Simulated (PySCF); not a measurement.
Job file and geometry (Å, from GFN2-xTB) of an NMR shielding run on `C=[CH][Al]([CH3])[C]#CC`, C₆H₉Al, PySCF, GIAO PBE0/pcSseg-1 NMR shielding, non-relativistic, gas phase; density fitting, a coarse starting grid and PySCF grid level 2 are the driver's defaults:

```
$ OMP_NUM_THREADS=1 python probes_run.py task.json out

{"job": {"kind": "nmr", "xc": "PBE0", "basis": "pcSseg-1"}, "charge": 0, "multiplicity": 1}
C     -3.191766    -1.069545     0.392002
C     -1.872394    -1.219257     0.515184
Al    -0.628058     0.192187    -0.119045
C     -1.341232     1.856414    -0.952258
C      1.282611    -0.087872     0.091128
C      2.480489    -0.248946     0.218349
C      3.908993    -0.439982     0.367453
H     -3.614970    -0.179107    -0.055183
H     -3.914713    -1.807227     0.720744
H     -1.521057    -2.145522     0.975848
H     -1.927525     1.672165    -1.859567
H     -0.515532     2.517154    -1.240285
H     -1.988003     2.435202    -0.283271
H      4.242957    -1.274125    -0.250607
H      4.152502    -0.653879     1.408656
H      4.440100     0.461285     0.059440
```

Question: What does the program print?

Answer: 
```
coarse grid: 13720 points
cycle   1  E = -475.8434991492  dE =  4.442e-01  |g| = 5.858e-01  |ddm| = 3.793e+00
cycle   2  E = -475.8184957747  dE =  2.500e-02  |g| = 6.598e-01  |ddm| = 1.280e+00
cycle   3  E = -475.9304851850  dE = -1.120e-01  |g| = 1.614e-01  |ddm| = 6.580e-01
cycle   4  E = -475.9370682948  dE = -6.583e-03  |g| = 3.549e-02  |ddm| = 1.343e-01
cycle   5  E = -475.9373561183  dE = -2.878e-04  |g| = 1.090e-02  |ddm| = 2.936e-02
cycle   6  E = -475.9373857409  dE = -2.962e-05  |g| = 2.471e-03  |ddm| = 1.236e-02
cycle   7  E = -475.9373870272  dE = -1.286e-06  |g| = 1.095e-03  |ddm| = 2.472e-03
final grid: 127488 points
cycle   8  E = -475.9798147125  dE = -2.386e-05  |g| = 7.957e-03  |ddm| = 4.232e-02
cycle   9  E = -475.9798087790  dE =  5.933e-06  |g| = 9.313e-03  |ddm| = 1.388e-02
cycle  10  E = -475.9798306006  dE = -2.182e-05  |g| = 1.807e-03  |ddm| = 7.327e-03
cycle  11  E = -475.9798314531  dE = -8.525e-07  |g| = 3.353e-04  |ddm| = 1.583e-03
cycle  12  E = -475.9798314748  dE = -2.164e-08  |g| = 1.488e-04  |ddm| = 3.367e-04
cycle  13  E = -475.9798314801  dE = -5.345e-09  |g| = 4.267e-05  |ddm| = 1.263e-04
cycle  14  E = -475.9798314805  dE = -4.330e-10  |g| = 1.034e-05  |ddm| = 5.102e-05
converged SCF energy = -475.9798314805

GIAO shielding tensors (ppm)
atom      isotropic    diamagn.    paramagn.     s11        s22        s33       span
  0 C       34.885     253.211    -218.326    -97.264     38.869    163.049    260.313
  1 C       32.288     259.712    -227.424    -88.908      8.949    176.824    265.732
  2 Al     340.889     801.627    -460.738    273.237    365.908    383.521    110.283
  3 C      197.294     253.354     -56.060    188.429    198.694    204.760     16.331
  4 C       90.318     252.219    -161.901      2.776      3.119    265.060    262.283
  5 C       69.931     274.883    -204.952    -30.738    -23.839    264.372    295.110
  6 C      180.327     251.234     -70.907    171.760    172.165    197.057     25.296
  7 H       25.314      31.917      -6.603     22.115     24.236     29.589      7.474
  8 H       24.755      27.941      -3.186     21.883     24.361     28.021      6.137
  9 H       24.785      32.036      -7.250     21.466     25.131     27.758      6.293
 10 H       31.739      30.852       0.887     27.562     28.644     39.010     11.448
 11 H       31.589      31.495       0.094     26.896     29.399     38.473     11.577
 12 H       31.740      30.856       0.884     27.565     28.644     39.011     11.446
 13 H       29.583      27.802       1.781     24.713     27.866     36.169     11.455
 14 H       29.585      27.838       1.747     24.676     27.887     36.193     11.517
 15 H       29.573      27.547       2.026     24.497     28.076     36.146     11.649
```

Size and cost of the density-fitted run: 171 basis functions, 29 s wall time on 1 thread of an Arm Neoverse V1, shared host; peak memory 0.76 GiB.
